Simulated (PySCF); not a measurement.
Numbering as in the mapped SMILES `[CH3:1][CH:2]1[CH:3]=[CH:4][PH2+:5][CH:6]=[CH:7]1`. Each H is labelled by its parent atom. Ha(P5) is cis to C1 on the ring; Hb(P5) is trans to C1 on the ring.

Geometry: GFN2-xTB; GIAO shifts from PySCF, gas phase, non-relativistic, averaged over equivalent atoms.

At mPW1PW91/pcSseg-0 (87 basis functions, 9.7 s wall time on 1 thread of an Intel Xeon Platinum 8375C, shared host):
```csv
atoms,δ (ppm)
C3/C7,176.3
C4/C6,96.6
C2,38.7
C1,22.7
P5,150.6
H(C3)/H(C7),8.13
Hb(P5),6.11
Ha(P5),6.08
H(C4)/H(C6),5.87
H(C2),3.72
H(C1),1.80
```

Shifts are taken against calculated references (same method and geometry level): ¹³C (σref 195.44) and ¹H (σref 33.32) against TMS; ³¹P (σref 651.23) against PH3.

Predict the values at PBE0/pcSseg-1 on the same geometry.

## Answers


```tsv
atoms	δ at PBE0/pcSseg-1	change
C3/C7	178.0	+1.7
C4/C6	94.7	-1.9
C2	40.4	+1.7
C1	21.1	-1.6
P5	-99.3	-249.9
H(C3)/H(C7)	8.22	+0.09
Hb(P5)	6.71	+0.60
Ha(P5)	6.63	+0.55
H(C4)/H(C6)	6.17	+0.30
H(C2)	3.71	-0.01
H(C1)	1.62	-0.18
```

Shifts are taken against calculated references (same method and geometry level): ¹³C (186.93 ppm) and ¹H (31.72 ppm) vs TMS; H3PO4 for ³¹P (318.38 ppm).

The largest change is at P5 (phosphorus bonded to 2 C, 2 H, in a 6-membered ring). Cost: 176 basis functions, 22 s wall time on 1 thread of an Arm Neoverse V2, shared host. The order of the carbon signals is the same at both levels.
